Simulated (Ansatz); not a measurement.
Species: C₂H₅Ge, charge 0, doublet. C2H5Ge (SMILES [H]/[C]=[CH]/[GeH3], doublet).
B3LYP-D3(BJ)/def2-TZVP minimum from Ansatz (a first-principles code):
```
C
C 1 1.2971
H 2 1.0798 1 140.18
H 1 1.0951 2 121.19 3 0.00
Ge 1 1.9641 4 116.43 2 180.00
H 5 1.5342 1 109.37 4 -180.00
H 5 1.5403 6 110.22 1 120.16
H 5 1.5403 6 110.22 7 119.67
```
Charge 0, spin multiplicity 2.

Quantity: atomisation energy (electronic, to ground-state atoms), in kcal/mol. UHF or UKS for unpaired electrons; spin-orbit terms are left out. Correlated methods leave the cores frozen (noble-gas shells, and filled d and f shells in the p block). No relativity. CBS(X,Y): correlation extrapolated as X^-3, Hartree-Fock from the larger set. A bracket is a step between two methods taken in the basis named. Double hybrids freeze cores in their MP2 part. Where a partner has so few electrons that a lower coupled-cluster level is exact, that level stands in. The UHF reference of C2H5Ge ([H]/[C]=[CH]/[GeH3], doublet) is spin-contaminated (<S^2> up to 0.17 over the pure value in the sets run).

CCSD(T)/CBS(cc-pVTZ,cc-pVQZ) + [CCSDT(Q) - CCSD(T)]/cc-pVDZ (Ansatz) gives 625.0 kcal/mol.

What does PBE/def2-TZVPD (Ansatz) give here, and how do the other levels compare?

PBE gives 633.8 kcal/mol, 8.8 kcal/mol above it. Differences of the others: r2SCAN/def2-TZVPD (Ansatz) 6.5; B3LYP/def2-TZVPD (Ansatz) -2.6; PBE0/def2-TZVPD (Ansatz) 1.0; wB97M-V/def2-TZVPD (Ansatz) -0.6; B2PLYP/def2-TZVPD (Ansatz) -8.2; CCSD(T)/CBS(cc-pVTZ,cc-pVQZ) (Ansatz) -1.0 kcal/mol.
